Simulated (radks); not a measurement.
Spherical quantum dot in the effective-mass picture: electrons in a hard-walled sphere of radius 3.31, with a point charge +2 (a donor) at the centre, all in effective atomic units (hartree* = m*/eps^2 hartree, bohr* = eps/m* bohr), one dielectric constant everywhere. Calculated with a radial shooting solver with Libxc functionals: non-relativistic Kohn-Sham, exchange-only LDA, spin-polarised, spherical densities. Levels are named by radial order and angular momentum (1s, 1p, 1d, 2s, ...), and open shells are averaged over m.

N = 8, configuration 1s2 1p6. This is the lowest configuration that the search found. Occupied and some empty levels:

level  occupation  eigenvalue (hartree*)  <r> (bohr*)
1s              2                 2.3657        1.130
1p              6                 3.1180        2.036
2s              0                 3.2966        1.774
1d              0                 3.6659        2.214
1f              0                 4.3314        2.325

Energy (hartree*): total 8.61612, kinetic 7.8228, external -12.185, Hartree 15.746, exchange-correlation -2.7673. Static polarisability (adiabatic kernel): 13.96 bohr*^3.

Electron density:

r (bohr*)  n(r) (e/bohr*^3)
0.160                 1.458
0.326                0.7921
0.491                0.4574
0.657                0.2871
0.823                0.1996
0.988                0.1548
1.15                 0.1319
1.32                 0.1203
1.49                 0.1136
1.65                 0.1084
1.82                 0.1021
1.98                0.09350
2.15                0.08199
2.31                0.06765
2.48                0.05150
2.64                0.03522
2.81                0.02048
2.98               0.009159
3.14               0.002242
3.31              4.336e-06
